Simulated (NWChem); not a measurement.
System: BNH3Cl; SMILES NBCl

```xyz
6

B     -0.5800     0.5139     0.0000
H     -1.7612     0.6555     0.0000
Cl     0.0853    -1.1441     0.0000
N      0.2831     1.6023     0.0000
H     -0.0555     2.5545     0.0000
H      1.2912     1.5168     0.0000
```
Atoms are numbered in this order, from 1.

All runs: NWChem. Pople sets run with spherical d functions. Geometry: optimised at B3LYP/6-31G* (spherical d). Level: PBE0/6-31+G*; rows give the wavelength of the field.

Task: Order these by “isotropic polarisability (bohr³)”, lowest first: 400 nm; 589 nm; static.

Result: static (32.6), 589 nm (33.7), 400 nm (35.0)
